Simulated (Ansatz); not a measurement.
Question: Predict a relaxed structure of TaOCl3 (TaCl3O), charge 0, singlet, at PBE-D4/def2-SVP (Ansatz).

Answer: 
```xyz
5

Ta    0.037    0.018    0.032
O     1.262    0.618    1.085
Cl   -0.966   -1.746    1.121
Cl    1.095   -0.647   -1.903
Cl   -1.428    1.757   -0.336
```
Point group C3v (tolerance 0.1 Å). The metal has 4 neighbours: O 1.72 Å, Cl 2.30 Å, Cl 2.30 Å, Cl 2.30 Å. This is one stationary point.

In the def2 sets Ta takes a core potential; there is no spin–orbit coupling.
